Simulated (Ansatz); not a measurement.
The same group exchange along the group O, S, Se.

Gas-phase electronic energies from Ansatz, PBE0-D4/def2-TZVP geometries. CCSD(T)/CBS is the MP2 limit (def2-TZVPP, def2-QZVPP) plus CCSD(T) − MP2 in def2-TZVPP, frozen cores. For Ge, Se outer-core shells are correlated without core-valence functions, which leaves a few kJ/mol of doubt a bond. Scalar relativity is left out up to krypton. Each species was taken in one conformer, which may not be the lowest.

Question: Order these by ΔE at CCSD(T)/CBS, lowest first. (An estimate is asked.)
A. `B[O][GeH3]` + `CNCCN` → `BNCCN` + `C[O][GeH3]`
B. `B[Se][GeH3]` + `CNCCN` → `BNCCN` + `C[Se][GeH3]`
C. `B[S][GeH3]` + `CNCCN` → `BNCCN` + `C[S][GeH3]`

Answer: B (-0.93 eV), C (-0.81 eV), A (+0.14 eV).

Largest T1 diagnostic: 0.014, for `B[S][GeH3]`.
